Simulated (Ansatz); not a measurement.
Species: furan-3-ylsilane, C₄H₆OSi, net charge 0, singlet state. 
Coordinates optimised at B3LYP-D3(BJ)/def2-TZVP (Ansatz, an electronic-structure program):
```
C
C 1 1.3617
O 2 1.3586 1 111.43
C 3 1.3637 2 106.68 1 0.00
C 4 1.3525 3 110.26 2 0.00
H 4 1.0754 5 133.76 1 180.00
H 2 1.0762 3 115.75 4 -180.00
H 5 1.0773 4 126.12 6 0.00
Si 1 1.8528 2 126.19 7 0.00
H 9 1.4814 1 108.70 2 0.00
H 9 1.4823 10 109.21 1 121.14
H 9 1.4823 10 109.21 11 117.72
```

Quantity: atomisation energy (electronic, to ground-state atoms), in kcal/mol. Correlated levels leave the core frozen unless marked. UHF or UKS for open shells. No spin-orbit coupling. Non-relativistic. The coupled-cluster limit lacks core correlation, which all-electron functionals hold. CBS(X,Y): correlation extrapolated as X^-3; Hartree-Fock from the larger set.

The Hartree-Fock reference is unstable (checked in the largest basis), which strains HF and MP2. 

```tsv
level	program	atomisation energy (kcal/mol)
PBE0/6-31G*	Ansatz	…
PBE0/def2-SVP	Ansatz	1224.2
BHLYP/def2-TZVPD	Ansatz	1157.7
LC-wPBE-D3(BJ)/def2-TZVPD	Ansatz + dftd3	1213.2
SCS-MP2/aug-cc-pV(D+d)Z	Ansatz	1136.1
SCS-MP2/cc-pV(D+d)Z	Ansatz	1125.3
CCSD(T)/CBS(cc-pV(T+d)Z,cc-pV(Q+d)Z)	Ansatz	1204.5
```

Task: Complete the blanks.

Result: 
- PBE0/6-31G*, atomisation energy (kcal/mol): 1209.9
